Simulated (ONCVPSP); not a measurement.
Te: variants of one ONCV potential

Base potential:

- Element: tellurium
- Generator: ONCVPSP 4.0.1
- Type: optimised norm-conserving Vanderbilt (ONCV)
- Functional: PBE
- Relativity: scalar-relativistic
- Frozen core: [Ar] 3d10
- Valence charge: 24
- Reference configuration: 4s2 4p6 4d10 5s2 5p4
- Partial waves: 4s+5s: rc 1.35 bohr, ncon 4, nbas 7, qcut 11.3 1/bohr, 3 projectors, debl 2.8 Ha; 4p+5p: rc 1.40 bohr, ncon 3, nbas 7, qcut 11.8 1/bohr, 2 projectors; 4d: rc 1.25 bohr, ncon 3, nbas 7, qcut 14.2 1/bohr, 2 projectors, debl 3.3 Ha; f scattering state at 0.04 Ha: rc 1.45 bohr, ncon 4, nbas 8, qcut 7.6 1/bohr, 1 projector
- Local potential: polynomial inside 1.25 bohr (lpopt 2, dvloc0 2 Ha)
- Core correction: polynomial model core, fcfact 0.4

All-electron outer shells of the reference configuration (PBE, scalar-relativistic, ld1.x):

```
shell  level (eV)  outermost node (bohr)  outermost maximum (bohr)
   3p     -803.91                   0.13                      0.29
   3d     -560.05                      –                      0.24
   4s     -164.39                   0.38                      0.70
   4p     -114.41                   0.38                      0.74
   4d      -41.65                   0.36                      0.81
   5s      -15.11                   0.91                      1.80
   5p       -5.95                   1.00                      2.17
```

Cutoffs, loose and tight: the cutoffs (Ha) at which the residual kinetic energy of the hardest occupied pseudo-wave falls to 1 and 0.1 mHa per electron. They do not see the model core or the augmentation charge, which bear on the density cutoff. Test errors are all-electron minus pseudo excitation energies from the reference, over the configurations 4s2 4p6 4d10 5s2 5p3; 4s2 4p6 4d10 5s2 5p2; 4s2 4p6 4d10 5s2 5p1; 4s2 4p5 4d10 5s2 5p4. A dash means not determined; rows that change the core or the reference have their own tests.

| change | outcome | cutoff, loose | cutoff, tight | bound ghosts | GHOST(+) flags above zero | largest test error (meV) |
| --- | --- | --- | --- | --- | --- | --- |
| base | generated | 53 Ha | 62 Ha | none | none | -138 |
| local potential polynomial inside 1.25 bohr (lpopt 2, dvloc0 -2 Ha) | generated | 53 Ha | 62 Ha | none | none | -136 |
| local potential polynomial inside 1.25 bohr (lpopt 2, dvloc0 0.5 Ha) | generated | 53 Ha | 62 Ha | none | none | -138 |
| local potential polynomial inside 1.25 bohr (lpopt 2, dvloc0 4.5 Ha) | generated | 53 Ha | 62 Ha | none | s | -139 |
| local potential polynomial inside 1.25 bohr (lpopt 2, dvloc0 6 Ha) | generated | 53 Ha | 62 Ha | none | s | -139 |
| local potential polynomial inside 1.25 bohr (lpopt 2, dvloc0 8.5 Ha) | generated | 53 Ha | 62 Ha | none | s | -139 |

Reading the sweep of the dvloc0 (base included, trends over the rows without a ghost): The loose cutoff stays near 53 Ha. The median size of the test errors (rows with all tests solved) stays near 9.9 meV.
